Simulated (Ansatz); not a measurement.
Ansatz (a program for electronic structure) input file for ClH₂NOSW, SMILES [NH]=[W]([Cl])([OH])=[S], multiplicity 1, B3LYP-D3(BJ)/def2-SVP. 

Ansatz 0.2 input:
```yaml
crystal:
  periodic: [false, false, false]
  atoms:
    - {symbol: W, position_ang: [-0.13737040, -0.16870210, -0.00537346]}
    - {symbol: N, position_ang: [-0.33163634, -1.08692733, -1.50712496]}
    - {symbol: H, position_ang: [-0.34114211, -1.68484746, -2.33236966]}
    - {symbol: S, position_ang: [2.00233476, -0.21489120, 0.45583682]}
    - {symbol: Cl, position_ang: [-0.55772746, 1.94016889, -0.46795290]}
    - {symbol: O, position_ang: [-1.03552290, -0.80045661, 1.47465642]}
    - {symbol: H, position_ang: [-1.44380004, -1.36366518, 2.14443890]}
basis:
  gaussian:
    orbitals: def2-SVP
hamiltonian:
  xc: b3lyp
  dispersion: d3bj
relax: {f_tol: 0.002, max_steps: 200}
```

Log of the run:

```
WARN ansatz: RAYON_NUM_THREADS=1 ignored (pool sized by the plan → 1); use --threads N
Functional definition: B3LYP
integrals: 0.06 GiB planned
1097 factors; integrals over basis functions are off by at most 3.2e-4 eV
mean field: 0.50 GiB planned
mean field evaluation 1: about -28734.1008 eV, gradient 8.6e1 eV
mean field evaluation 2: about -28609.6489 eV, gradient 2.3e2 eV
mean field evaluation 4: about -28745.7899 eV, gradient 3.6e1 eV
mean field evaluation 8: about -28748.9198 eV, gradient 6.5e-1 eV
mean field evaluation 16: about -28748.9816 eV, gradient 3.9e-4 eV
mean field -28748.98162614 eV, -1056.5055880010 hartree, gradient 4.5e-5 eV, S^2 0.000000; 0 other end points of the search recorded, 0 dependent functions left out
the calculation of the forces begins
reference -28748.98192519 eV, -1056.5055989908 hartree; 32, 32 occupied and 74, 74 virtual orbitals, 1097 factors
relax step   1: F+E_penalty+E_count = -28749.42374867 eV  Δ(F+E_penalty+E_count) = +0.000e0 eV  max|allowed force component| = 2.377e0 eV/Å  Δτ_max = 0.0000 Å  (32 SCF iters, accepted)
these checks for a lower state are left out or cut short: starts, cluster_reference, orbital_swaps, neighbouring_geometries, increment
integrals: 0.06 GiB planned
1097 factors; integrals over basis functions are off by at most 3.2e-4 eV
mean field: 0.50 GiB planned
[...]
relax step   5: F+E_penalty+E_count = -28749.69161921 eV  Δ(F+E_penalty+E_count) = -2.614e-2 eV  max|allowed force component| = 9.781e-1 eV/Å  Δτ_max = 0.0927 Å  (34 SCF iters, accepted)
these checks for a lower state are left out or cut short: starts, cluster_reference, orbital_swaps, neighbouring_geometries, increment
integrals: 0.06 GiB planned
1097 factors; integrals over basis functions are off by at most 3.5e-4 eV
mean field: 0.50 GiB planned
mean field -28749.26978884 eV, -1056.5161777848 hartree, gradient 2.2e-5 eV, S^2 0.000000; 0 other end points of the search recorded, 0 dependent functions left out
the calculation of the forces begins
reference -28749.27008972 eV, -1056.5161888420 hartree; 32, 32 occupied and 74, 74 virtual orbitals, 1097 factors
relax step   6: F+E_penalty+E_count = -28749.70863225 eV  Δ(F+E_penalty+E_count) = -1.701e-2 eV  max|allowed force component| = 7.797e-1 eV/Å  Δτ_max = 0.0665 Å  (35 SCF iters, accepted)
these checks for a lower state are left out or cut short: starts, cluster_reference, orbital_swaps, neighbouring_geometries, increment
integrals: 0.06 GiB planned
1097 factors; integrals over basis functions are off by at most 3.3e-4 eV
mean field: 0.50 GiB planned
mean field -28749.30671439 eV, -1056.5175347738 hartree, gradient 2.4e-5 eV, S^2 0.000000; 0 other end points of the search recorded, 0 dependent functions left out
the calculation of the forces begins
reference -28749.30701548 eV, -1056.5175458388 hartree; 32, 32 occupied and 74, 74 virtual orbitals, 1097 factors
relax step   7: F+E_penalty+E_count = -28749.74597139 eV  Δ(F+E_penalty+E_count) = -3.734e-2 eV  max|allowed force component| = 1.489e-1 eV/Å  Δτ_max = 0.1384 Å  (34 SCF iters, accepted)
these checks for a lower state are left out or cut short: starts, cluster_reference, orbital_swaps, neighbouring_geometries, increment
integrals: 0.06 GiB planned
1097 factors; integrals over basis functions are off by at most 3.3e-4 eV
mean field: 0.50 GiB planned
mean field evaluation 64: about -28749.1996 eV, gradient 1.2e1 eV
mean field -28749.31322258 eV, -1056.5177739452 hartree, gradient 1.4e-5 eV, S^2 0.000000; 0 other end points of the search recorded, 0 dependent functions left out
the calculation of the forces begins
reference -28749.31352379 eV, -1056.5177850148 hartree; 32, 32 occupied and 74, 74 virtual orbitals, 1097 factors
relax step   8: F+E_penalty+E_count = -28749.75288254 eV  Δ(F+E_penalty+E_count) = -6.911e-3 eV  max|allowed force component| = 1.883e-1 eV/Å  Δτ_max = 0.0653 Å  (36 SCF iters, accepted)
these checks for a lower state are left out or cut short: starts, cluster_reference, orbital_swaps, neighbouring_geometries, increment
integrals: 0.06 GiB planned
1097 factors; integrals over basis functions are off by at most 3.4e-4 eV
mean field: 0.50 GiB planned
mean field -28749.24711977 eV, -1056.5153447119 hartree, gradient 2.6e-5 eV, S^2 0.000000; 0 other end points of the search recorded, 0 dependent functions left out
the calculation of the forces begins
reference -28749.24742223 eV, -1056.5153558271 hartree; 32, 32 occupied and 74, 74 virtual orbitals, 1097 factors
relax step   9: F+E_penalty+E_count = -28749.68689265 eV  Δ(F+E_penalty+E_count) = +6.599e-2 eV  max|allowed force component| = 1.767e0 eV/Å  Δτ_max = 0.1967 Å  (41 SCF iters, rejected (line search))
these checks for a lower state are left out or cut short: starts, cluster_reference, orbital_swaps, neighbouring_geometries, increment
integrals: 0.06 GiB planned
1097 factors; integrals over basis functions are off by at most 3.3e-4 eV
mean field: 0.50 GiB planned
mean field -28749.31590841 eV, -1056.5178726480 hartree, gradient 2.2e-5 eV, S^2 0.000000; 0 other end points of the search recorded, 0 dependent functions left out
the calculation of the forces begins
reference -28749.31620992 eV, -1056.5178837282 hartree; 32, 32 occupied and 74, 74 virtual orbitals, 1097 factors
relax step  10: F+E_penalty+E_count = -28749.75541897 eV  Δ(F+E_penalty+E_count) = -2.536e-3 eV  max|allowed force component| = 2.204e-1 eV/Å  Δτ_max = 0.0407 Å  (35 SCF iters, accepted)
these checks for a lower state are left out or cut short: starts, cluster_reference, orbital_swaps, neighbouring_geometries, increment
integrals: 0.06 GiB planned
1097 factors; integrals over basis functions are off by at most 3.3e-4 eV
mean field: 0.50 GiB planned
mean field -28749.31826619 eV, -1056.5179592947 hartree, gradient 2.1e-5 eV, S^2 0.000000; 0 other end points of the search recorded, 0 dependent functions left out
the calculation of the forces begins
reference -28749.31856806 eV, -1056.5179703880 hartree; 32, 32 occupied and 74, 74 virtual orbitals, 1097 factors
relax step  11: F+E_penalty+E_count = -28749.75869072 eV  Δ(F+E_penalty+E_count) = -3.272e-3 eV  max|allowed force component| = 1.657e-1 eV/Å  Δτ_max = 0.1000 Å  (34 SCF iters, accepted)
these checks for a lower state are left out or cut short: starts, cluster_reference, orbital_swaps, neighbouring_geometries, increment
integrals: 0.06 GiB planned
1097 factors; integrals over basis functions are off by at most 3.4e-4 eV
mean field: 0.50 GiB planned
mean field evaluation 96: about -28749.3203 eV, gradient 2.4e-4 eV
mean field -28749.32026081 eV, -1056.5180325955 hartree, gradient 2.6e-5 eV, S^2 0.000000; 0 other end points of the search recorded, 0 dependent functions left out
the calculation of the forces begins
reference -28749.32056262 eV, -1056.5180436870 hartree; 32, 32 occupied and 74, 74 virtual orbitals, 1097 factors
relax step  12: F+E_penalty+E_count = -28749.76069480 eV  Δ(F+E_penalty+E_count) = -2.004e-3 eV  max|allowed force component| = 7.177e-2 eV/Å  Δτ_max = 0.0351 Å  (34 SCF iters, accepted)
these checks for a lower state are left out or cut short: starts, cluster_reference, orbital_swaps, neighbouring_geometries, increment
integrals: 0.06 GiB planned
1097 factors; integrals over basis functions are off by at most 3.4e-4 eV
mean field: 0.50 GiB planned
mean field -28749.32061350 eV, -1056.5180455569 hartree, gradient 1.0e-5 eV, S^2 0.000000; 0 other end points of the search recorded, 0 dependent functions left out
the calculation of the forces begins
reference -28749.32091526 eV, -1056.5180566462 hartree; 32, 32 occupied and 74, 74 virtual orbitals, 1097 factors
relax step  13: F+E_penalty+E_count = -28749.76083251 eV  Δ(F+E_penalty+E_count) = -1.377e-4 eV  max|allowed force component| = 2.391e-1 eV/Å  Δτ_max = 0.0176 Å  (36 SCF iters, accepted)
these checks for a lower state are left out or cut short: starts, cluster_reference, orbital_swaps, neighbouring_geometries, increment
integrals: 0.06 GiB planned
1097 factors; integrals over basis functions are off by at most 3.4e-4 eV
mean field: 0.50 GiB planned
mean field -28749.32123373 eV, -1056.5180683497 hartree, gradient 2.6e-5 eV, S^2 0.000000; 0 other end points of the search recorded, 0 dependent functions left out
the calculation of the forces begins
reference -28749.32153549 eV, -1056.5180794391 hartree; 32, 32 occupied and 74, 74 virtual orbitals, 1097 factors
relax step  14: F+E_penalty+E_count = -28749.76150118 eV  Δ(F+E_penalty+E_count) = -6.687e-4 eV  max|allowed force component| = 5.042e-2 eV/Å  Δτ_max = 0.0072 Å  (37 SCF iters, accepted)
these checks for a lower state are left out or cut short: starts, cluster_reference, orbital_swaps, neighbouring_geometries, increment
integrals: 0.06 GiB planned
1097 factors; integrals over basis functions are off by at most 3.4e-4 eV
mean field: 0.50 GiB planned
mean field -28749.32130541 eV, -1056.5180709841 hartree, gradient 2.7e-5 eV, S^2 0.000000; 0 other end points of the search recorded, 0 dependent functions left out
the calculation of the forces begins
reference -28749.32160716 eV, -1056.5180820731 hartree; 32, 32 occupied and 74, 74 virtual orbitals, 1097 factors
relax step  15: F+E_penalty+E_count = -28749.76155368 eV  Δ(F+E_penalty+E_count) = -5.250e-5 eV  max|allowed force component| = 4.729e-3 eV/Å  Δτ_max = 0.0030 Å  (38 SCF iters, accepted)
these checks for a lower state are left out or cut short: starts, cluster_reference, orbital_swaps, neighbouring_geometries, increment
integrals: 0.06 GiB planned
1097 factors; integrals over basis functions are off by at most 3.4e-4 eV
mean field: 0.50 GiB planned
mean field -28749.32131972 eV, -1056.5180715099 hartree, gradient 4.7e-5 eV, S^2 0.000000; 0 other end points of the search recorded, 0 dependent functions left out
the calculation of the forces begins
reference -28749.32162146 eV, -1056.5180825987 hartree; 32, 32 occupied and 74, 74 virtual orbitals, 1097 factors
relax step  16: F+E_penalty+E_count = -28749.76155552 eV  Δ(F+E_penalty+E_count) = -1.838e-6 eV  max|allowed force component| = 2.996e-3 eV/Å  Δτ_max = 0.0005 Å  (25 SCF iters, accepted)
these checks for a lower state are left out or cut short: starts, cluster_reference, orbital_swaps, neighbouring_geometries, increment
integrals: 0.06 GiB planned
1097 factors; integrals over basis functions are off by at most 3.4e-4 eV
mean field: 0.50 GiB planned
mean field evaluation 128: about -28749.3213 eV, gradient 2.2e-5 eV
mean field -28749.32132203 eV, -1056.5180715946 hartree, gradient 2.2e-5 eV, S^2 0.000000; 0 other end points of the search recorded, 0 dependent functions left out
the calculation of the forces begins
reference -28749.32162377 eV, -1056.5180826835 hartree; 32, 32 occupied and 74, 74 virtual orbitals, 1097 factors
relax step  17: F+E_penalty+E_count = -28749.76155578 eV  Δ(F+E_penalty+E_count) = -2.646e-7 eV  max|allowed force component| = 6.081e-4 eV/Å  Δτ_max = 0.0002 Å  (24 SCF iters, accepted)
integrals: 0.06 GiB planned
1097 factors; integrals over basis functions are off by at most 3.4e-4 eV
mean field: 0.50 GiB planned
mean field -28749.32132203 eV, -1056.5180715946 hartree, gradient 2.2e-5 eV, S^2 0.000000; 1 other end points of the search recorded, 0 dependent functions left out
the calculation of the forces begins
reference -28749.32162377 eV, -1056.5180826835 hartree; 32, 32 occupied and 74, 74 virtual orbitals, 1097 factors
Total energy: -28749.76185753 eV, -1056.5342609756 hartree
Atom 0 at    -0.042970    -0.109930     0.052894 Å, force    -0.000238     0.000459     0.000106 eV/Å
Atom 1 at    -0.486373    -1.130984    -1.292938 Å, force     0.000177    -0.000258     0.000295 eV/Å
Atom 2 at    -0.298071    -1.748765    -2.079878 Å, force     0.000038    -0.000049    -0.000124 eV/Å
Atom 3 at     2.083142    -0.225446     0.330462 Å, force    -0.000048    -0.000028    -0.000160 eV/Å
Atom 4 at    -0.628608     2.050441    -0.488035 Å, force     0.000107     0.000065     0.000096 eV/Å
Atom 5 at    -0.906928    -0.753450     1.604806 Å, force     0.000571     0.000188    -0.000449 eV/Å
Atom 6 at    -1.565057    -1.461187     1.634799 Å, force    -0.000608    -0.000378     0.000236 eV/Å
Dipole moment:    -0.473802    -0.521817    -0.103176 e Å
```

The calculation finished and met its thresholds.
